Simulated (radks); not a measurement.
Spherical quantum dot in the effective-mass picture: electrons in a hard-walled sphere of radius 2.36, with a point charge +1 (a donor) at the centre, all in effective atomic units (hartree* = m*/eps^2 hartree, bohr* = eps/m* bohr), one dielectric constant everywhere. Method: non-relativistic Kohn-Sham, LDA (Slater exchange, Perdew-Wang correlation), spin-polarised, spherical densities; computed with a radial shooting solver with Libxc functionals. Levels are named by radial order and angular momentum (1s, 1p, 1d, 2s, ...), and open shells are averaged over m. Results are scaled to m* = 0.493 and eps = 15.3, for which hartree* = 57.31 meV and bohr* = 1.642 nm.

N = 19, configuration 1s2 1p6 1d10 2s(up 1, down 0). This is the lowest configuration that the search found. Occupied and some empty levels:

level    occupation  eigenvalue (meV)  <r> (nm)
1s up             1            622.66     2.272
1s down           1            624.86     2.309
1p up             3            660.49     2.552
1p down           3            661.34     2.557
1d up             5            713.87     2.692
1d down           5            714.47     2.693
2s up             1            755.14     1.691
2s down           0            764.29     1.696
1f up             0            783.10     2.793
1f down           0            783.63     2.793
1g up             0            867.19     2.872
1g down           0            867.72     2.872
2p up             0            873.98     1.999
2p down           0            878.16     2.013

Energy (meV): total 7321.86, kinetic 2804.4, external -788.86, Hartree 6006.7, exchange-correlation -700.37.
